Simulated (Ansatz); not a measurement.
Cl$_{3}$FGe, SMILES `[F][Ge]([Cl])([Cl])[Cl]`, relaxed with RKS PBE0-D4/def2-TZVP in Ansatz from a PBE-D4/def2-SVP geometry. The force threshold is 0.005 eV/Å; the program also tests the step.

Total charge 0; spin multiplicity 1.

Start:

```xyz
5

F    -0.073   -1.659   -0.656
Ge   -0.002   -0.044   -0.017
Cl    1.966    0.716   -0.368
Cl   -1.469    1.132   -1.036
Cl   -0.421   -0.145    2.077
```

Q: How much energy does the relaxation release, and in how many steps? (Estimate.)

A: Computed: 0.04 eV, in 4 steps.

Q: Which bonds change most? (Best estimate.)

A: The calculation gave: Ge2–Cl5 from 2.138 to 2.106 Å; Ge2–Cl3 from 2.138 to 2.106 Å; Ge2–Cl4 from 2.138 to 2.106 Å; F1–Ge2 from 1.738 to 1.711 Å.

Q: Give the relaxed structure. (Estimate.)

A: The calculation gave: 
```xyz
5

F    -0.072   -1.628   -0.644
Ge   -0.002   -0.038   -0.015
Cl    1.939    0.702   -0.365
Cl   -1.450    1.112   -1.024
Cl   -0.416   -0.148    2.047
```
